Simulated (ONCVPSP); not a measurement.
## Logarithmic derivatives: Ni (Z = 28), ONCV

Ni, optimised norm-conserving Vanderbilt (ONCV), made with ONCVPSP 4.0.1 (PBE, scalar-relativistic). Core [Ne], reference 3s2 3p6 3d8 4s1.75 4p0.25. Waves: 3s+4s: rc 1.10 bohr, ncon 4, nbas 8, qcut 9.1 1/bohr, 2 projectors; 3p+4p: rc 1.15 bohr, ncon 3, nbas 6, qcut 14 1/bohr, 2 projectors; 3d: rc 0.85 bohr, ncon 4, nbas 8, qcut 16.5 1/bohr, 2 projectors, debl 3.9 Ha. Local part: polynomial inside 0.80 bohr (lpopt 2, dvloc0 0 Ha). Core correction: Teter function, fcfact 5.75, rcfact 1.15.

The phase is arctan(r·R′/R) of the radial function R(r), unwrapped; energies in Ha, scanned from -6 to 5 Ha. A pole is an energy at which the radial function vanishes at the test radius. The pseudo phase is shifted by a multiple of π to meet the all-electron one at the reference energy, and phase errors are pseudo minus all-electron; the curves can meet again beyond the range given. Levels narrower than the energy grid can be missing from the lists of poles.

| channel | radius (bohr) | reference energy (Ha) | poles, all-electron | poles, pseudo | unbroken range about the reference energy with phases within 0.05 rad | phase error 1 Ha above the reference energy (rad) |
| --- | --- | --- | --- | --- | --- | --- |
| s | 1.12 | -0.22 | -2.73 | -2.73 | the whole range | -0.000 |
| p | 1.17 | -0.05 | -1.45 | -1.45 | the whole range | +0.000 |
| d | 0.86 | -0.35 | 3.65 | 3.65 | the whole range | +0.000 |

Phases in the s channel:

```
E (Ha)  all-electron  pseudo
 -5.96         0.443   0.443
 -5.68         0.166   0.166
 -5.40        -0.187  -0.187
 -5.12        -0.550  -0.550
 -4.84        -0.846  -0.846
 -4.56        -1.059  -1.059
 -4.28        -1.209  -1.209
 -4.00        -1.316  -1.316
 -3.72        -1.397  -1.397
 -3.44        -1.459  -1.459
 -3.16        -1.510  -1.510
 -2.88        -1.551  -1.551
 -2.60        -1.587  -1.587
 -2.32        -1.619  -1.619
 -2.04        -1.647  -1.647
 -1.76        -1.673  -1.673
 -1.48        -1.698  -1.698
 -1.20        -1.722  -1.722
 -0.92        -1.745  -1.745
 -0.64        -1.768  -1.768
 -0.36        -1.792  -1.792
 -0.08        -1.816  -1.816
  0.20        -1.842  -1.842
  0.48        -1.869  -1.869
  0.76        -1.898  -1.898
  1.04        -1.930  -1.930
  1.32        -1.965  -1.965
  1.60        -2.005  -2.005
  1.88        -2.050  -2.050
  2.16        -2.103  -2.103
  2.44        -2.164  -2.165
  2.72        -2.238  -2.238
  3.00        -2.326  -2.327
  3.28        -2.434  -2.435
  3.56        -2.564  -2.566
  3.84        -2.720  -2.723
  4.12        -2.903  -2.906
  4.40        -3.104  -3.108
  4.68        -3.310  -3.315
  4.96        -3.505  -3.511
```
